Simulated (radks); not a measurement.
Values are calculated unless marked as measured or tabulated.
Ionisation of P+, [Ne] 3s2 3p2, to P2+, [Ne] 3s2 3p1, under several functionals. Scalar-relativistic Kohn-Sham, spin-unpolarised, spherical densities, finite nucleus; a radial shooting solver on a logarithmic mesh with Libxc functionals. The NIST Atomic Spectra Database gives 19.769 eV (semi-empirical). Rank these functionals by the error of their Delta-SCF ionisation energy: LDA (Slater exchange, Perdew-Wang correlation); BP86; B86b exchange with PBE correlation; Wu-Cohen GGA; MS2 meta-GGA; TASK exchange with Perdew-Wang LDA correlation; PW91; PBE.

Answer. From best to worst: BP86 19.247 eV (-0.522); LDA (Slater exchange, Perdew-Wang correlation) 19.244 eV (-0.526); TASK exchange with Perdew-Wang LDA correlation 19.240 eV (-0.530); PW91 19.207 eV (-0.562); B86b exchange with PBE correlation 19.175 eV (-0.595); PBE 19.147 eV (-0.622); Wu-Cohen GGA 19.139 eV (-0.630); MS2 meta-GGA 19.092 eV (-0.677). Spin polarisation and multiplet splitting are left out, so open shells lie too high by an amount that depends on their filling.

Beside tabulated values, note that spin-unpolarised runs miss the spin-polarisation part of the exchange energy of open shells.
